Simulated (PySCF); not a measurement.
Compound: (F)3Si-S-SiH3.
Z-matrix (Å and degrees, PBE0-D3(BJ)/def2-SVP geometry), rows numbered from 1:
```
Si
F   1  1.6056
F   1  1.5985  2  106.61
F   1  1.5975  2  108.37  3   114.54
S   1  2.0890  2  110.49  3  -123.46
Si  5  2.1782  1   98.71  2    17.71
H   6  1.4882  5  110.44  1    53.18
H   6  1.4875  5  103.27  1   171.62
H   6  1.4869  5  110.67  1   -69.80
```

The closed-shell ground state was solved at several levels (PySCF, density fitting, gas phase, non-relativistic).

| level | basis functions | HOMO (eV) | LUMO (eV) | gap (eV) | dipole (D) |
| --- | --- | --- | --- | --- | --- |
| PBE0/pcSseg-1 | 138 | -8.46 | -0.66 | 7.80 | 2.33 |
| CAM-B3LYP/def2-SVPD | 168 | -9.72 | 0.12 | 9.84 | 2.40 |

(1) What might KT2/pcSseg-1 (138 basis functions) give for the same quantities?

(2) Over all these levels, which gives the widest orbital gap and which the narrowest?

(3) How far do the dipole and the HOMO energy spread over the levels?

Results:

(1) HOMO -7.25 eV, LUMO -1.65 eV, gap 5.60 eV, dipole 2.22 D.

(2) CAM-B3LYP/def2-SVPD (range-separated hybrid) has the widest, 9.84 eV, and KT2/pcSseg-1 (GGA) the narrowest, 5.60 eV. Functional and basis both differ between the two, so the spread mixes both effects.

(3) The dipole runs from 2.22 to 2.40 D (mean 2.32 D) and the HOMO from -9.72 to -7.25 eV.
